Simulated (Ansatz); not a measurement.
One geometry of GeH2(OiPr)2 (C6H16GeO2), several levels of theory.

```yaml
crystal:
  periodic: [false, false, false]
  atoms:
    - {symbol: Ge, position_ang: [1.375999, 0.018033, 1.048948]}
    - {symbol: H, position_ang: [1.233724, 0.392157, 2.544929]}
    - {symbol: H, position_ang: [2.780984, -0.351533, 0.512715]}
    - {symbol: O, position_ang: [0.884302, 1.401478, 0.014120]}
    - {symbol: C, position_ang: [-0.267481, 2.187202, 0.361594]}
    - {symbol: C, position_ang: [-1.289181, 2.090418, -0.769360]}
    - {symbol: C, position_ang: [0.188394, 3.621673, 0.622389]}
    - {symbol: H, position_ang: [-0.739516, 1.790672, 1.295068]}
    - {symbol: H, position_ang: [-0.836641, 2.439816, -1.719964]}
    - {symbol: H, position_ang: [-2.183925, 2.710025, -0.556826]}
    - {symbol: H, position_ang: [-1.617526, 1.041673, -0.907114]}
    - {symbol: H, position_ang: [0.911501, 3.656352, 1.461408]}
    - {symbol: H, position_ang: [0.690226, 4.028632, -0.279366]}
    - {symbol: H, position_ang: [-0.669481, 4.277781, 0.873871]}
    - {symbol: O, position_ang: [0.251072, -1.368960, 0.853339]}
    - {symbol: C, position_ang: [0.300350, -2.175191, -0.335164]}
    - {symbol: C, position_ang: [-1.073950, -2.151306, -1.000362]}
    - {symbol: C, position_ang: [0.741022, -3.585412, 0.053664]}
    - {symbol: H, position_ang: [1.046113, -1.757102, -1.056455]}
    - {symbol: H, position_ang: [-1.843928, -2.521991, -0.293099]}
    - {symbol: H, position_ang: [-1.092376, -2.789629, -1.906865]}
    - {symbol: H, position_ang: [-1.344964, -1.119180, -1.296836]}
    - {symbol: H, position_ang: [1.749123, -3.568137, 0.513712]}
    - {symbol: H, position_ang: [0.033729, -4.011406, 0.794529]}
    - {symbol: H, position_ang: [0.772421, -4.256086, -0.828897]}
basis:
  gaussian: {orbitals: def2-TZVP, initial_orbitals: start.molden}
hamiltonian: {xc: pbe}
correlation: {method: rpa}
scf: {omitted_lower_state_checks: [starts]}
```

The file start.molden holds the orbitals of an earlier run on this structure, at another level or in another basis.

```sh
$ ansatz run in.yaml --threads 2 --pin off --events-out ev --progress --plain --max-ram 22528MiB --backend cuda --devices 0, --max-vram 18GiB
```

It prints (some lines left out):

```
Functional definition: PBE
2727 factors; integrals over basis functions are off by at most 1.1e-3 eV
mean field evaluation 1: about -67078.3210 eV, gradient 1.5e1 eV
mean field evaluation 2: about -67078.5585 eV, gradient 2.5e-1 eV
mean field evaluation 4: about -67078.5418 eV, gradient 5.7e-4 eV
mean field -67078.54181210 eV, -2465.0909441258 hartree, gradient 3.8e-6 eV, S^2 0.000000; 0 other end points of the search recorded, 0 dependent functions left out
17 core orbitals not correlated: weight in the atoms' cores, before any rotation towards them, 1.000 or more for the frozen orbitals, at most 0.000 for the correlated occupied ones
reference -66985.81903132 eV, -2461.6834447821 hartree; 33, 33 occupied and 342, 342 virtual orbitals, 2727 factors
Total energy: -67062.89915368 eV, -2464.5160870322 hartree
Checks for a lower state left out: starts
```

Hardware: 2 threads of AMD EPYC 7R13 on a shared host and a share (18 GiB) of an NVIDIA H100 80GB HBM3. Wall time 6 s, peak host memory 1.9 GiB.

First input, but with `hamiltonian: {xc: r2scan, dispersion: d4}`, `output: {orbitals: {seedname: orbitals}}` and without the key `correlation` (abridged; 5 s):

```
Functional definition: r2SCAN
mean field -67094.48481709 eV, -2465.6768387530 hartree, gradient 1.4e-5 eV, S^2 0.000000
Total energy: -67094.65199340 eV, -2465.6829823691 hartree
Checks for a lower state left out: starts
```

As the first input, with `hamiltonian: {xc: pbe, dispersion: d4}`, `output: {forces: true, orbitals: {seedname: orbitals}}` and without the key `correlation` (abridged; 4.8 s):

```
Functional definition: PBE
mean field -67078.54197413 eV, -2465.0909500805 hartree, gradient 1.6e-5 eV, S^2 0.000000
Total energy: -67079.12830666 eV, -2465.1124974036 hartree
Atom 0 force    -0.046224    -0.002384    -0.041328 eV/Å
Atom 1 force     0.001931    -0.016413    -0.039410 eV/Å
Atom 2 force    -0.035198     0.015505     0.016399 eV/Å
Atom 3 force     0.115191    -0.076029    -0.037104 eV/Å
Atom 4 force    -0.240253     0.028357     0.246063 eV/Å
Atom 5 force    -0.108942    -0.029107    -0.171271 eV/Å
Atom 6 force     0.088242     0.190680     0.010123 eV/Å
Atom 7 force     0.118045     0.088676    -0.225063 eV/Å
Atom 8 force    -0.115284    -0.080423     0.243563 eV/Å
Atom 9 force     0.232505    -0.146255    -0.038213 eV/Å
Atom 10 force     0.080226     0.278384     0.039098 eV/Å
Atom 11 force    -0.186193    -0.011802    -0.208055 eV/Å
Atom 12 force    -0.136005    -0.101544     0.224499 eV/Å
Atom 13 force     0.203248    -0.174459    -0.064514 eV/Å
Atom 14 force    -0.011241     0.080227     0.119052 eV/Å
Atom 15 force     0.172669    -0.028090    -0.295747 eV/Å
Atom 16 force    -0.198303     0.019371    -0.056539 eV/Å
Atom 17 force     0.044501    -0.189096     0.084506 eV/Å
Atom 18 force    -0.180152    -0.092602     0.178051 eV/Å
Atom 19 force     0.198020     0.085380    -0.180107 eV/Å
Atom 20 force     0.021779     0.151477     0.230732 eV/Å
Atom 21 force     0.072126    -0.273201     0.071843 eV/Å
Atom 22 force    -0.251294    -0.001000    -0.120700 eV/Å
Atom 23 force     0.173228     0.106531    -0.195417 eV/Å
Atom 24 force    -0.012623     0.177817     0.209540 eV/Å
Dipole moment:     0.009855    -0.004207     0.007381 e Å
Checks for a lower state left out: starts
```

Geometry: PBE-D4/def2-SVP.

Correlated methods freeze 17 core orbitals; core or outer-core shells of Ge are correlated, in sets that lack core-valence functions.
